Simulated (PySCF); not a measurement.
# Spin states and ions at one geometry of Bi2N2

PySCF 2.14.0, RKS PBE0, Bi def2-SVP with ECP60, N def2-SVP; non-relativistic Hamiltonian with scalar-relativistic core potentials where named; density fitting; no spin-orbit coupling; singlets restricted, open shells unrestricted. The geometry is relaxed for charge 0, singlet, vacuum (a saddle point, kept by symmetry):

```xyz
4

Bi   -0.0456    0.0000    1.5415
Bi    0.0456    0.0000   -1.5415
N     1.4858    0.0000    0.1842
N    -1.4858    0.0000   -0.1842
```

Energies count from the relaxed state; an electron taken off or put on is at rest in vacuum. Charges and spins are Mulliken's.

| state | energy (eV) | spin squared | charge on Bi1 (e) | spin on Bi1 (e) | dipole about the centre of mass (D) |
| --- | --- | --- | --- | --- | --- |
| charge 0, singlet, vacuum | 0.00 | 0.00 | 0.68 | 0.00 | 0.00 |
| charge +1, doublet, vacuum | 7.21 | 0.84 | 1.05 | -0.22 | 0.00 |
| charge -1, doublet, vacuum | -1.60 | 0.76 | 0.25 | 0.53 | 0.00 |

What does the state charge 0, triplet, vacuum give?

energy (eV) 0.35, spin squared 2.04, charge on Bi1 (e) 0.61, spin on Bi1 (e) 0.45, dipole about the centre of mass (D) 0.00.

With an electron taken off (doublet) the charges change, summed by element, by Bi +0.74 e, N +0.26 e. The vertical ionisation energy is 7.21 eV, against −ε(HOMO) = 5.69 eV of the relaxed state. The level lies 1.5 eV too high, as is usual for semilocal functionals and global hybrids, which keep a self-interaction error.

With an electron put on (doublet) the charges change, summed by element, by Bi -0.86 e, N -0.14 e. The vertical electron affinity is 1.60 eV, against −ε(LUMO) = 3.39 eV of the relaxed state. The basis has no diffuse functions, which an added electron needs. The added electron's level lies above zero.

Open shells may have lower solutions than those found.
